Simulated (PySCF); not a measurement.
Geometries of 2 isomers of C5H6F2, from PBE0-D3(BJ)/def2-SVP geometry optimisation, gas phase (PySCF). One conformer each, no zero-point energy, no frequencies.

Task: Which is lower in electronic energy at this level?
A.
```xyz
13
angstrom
C     -2.276    0.992   -0.502
C     -1.154    0.279   -0.391
F     -0.966   -0.806   -1.148
C     -0.054    0.577    0.527
F     -0.351    1.620    1.318
C      1.140   -0.013    0.671
C      1.729   -1.160   -0.075
H     -2.421    1.873    0.120
H     -3.047    0.690   -1.212
H      1.754    0.432    1.461
H      2.750   -0.910   -0.404
H      1.823   -2.041    0.584
H      1.141   -1.452   -0.951
```
B.
```xyz
13
angstrom
C      2.399    0.362   -0.180
C      1.328   -0.387   -0.141
C      0.253   -1.135   -0.094
C     -1.163   -0.641   -0.019
C     -1.304    0.848    0.167
F     -0.850    1.218    1.384
F     -2.614    1.187    0.098
H      2.822    0.706   -1.130
H      2.908    0.669    0.741
H      0.385   -2.224   -0.119
H     -1.707   -0.917   -0.938
H     -1.695   -1.129    0.815
H     -0.754    1.430   -0.594
```

Result: A. That is `C(F)(=C)/C(F)=C\C`, 9.7 kcal/mol below the other.

```csv
SMILES,atoms numbered as above,E (Eh),relative (kcal/mol),relative (kJ/mol),dipole (D)
C=C(F)/C(F)=C\C,[CH2:1]=[C:2]([F:3])/[C:4]([F:5])=[CH:6]\[CH3:7],-393.07107,0.0,0.0,0.69
C=C=CCC(F)F,[CH2:1]=[C:2]=[CH:3][CH2:4][CH:5]([F:6])[F:7],-393.05554,9.7,40.8,1.93
```

As drawn, the higher has cumulated double bonds and two fluorines on one carbon, which the lower lacks.
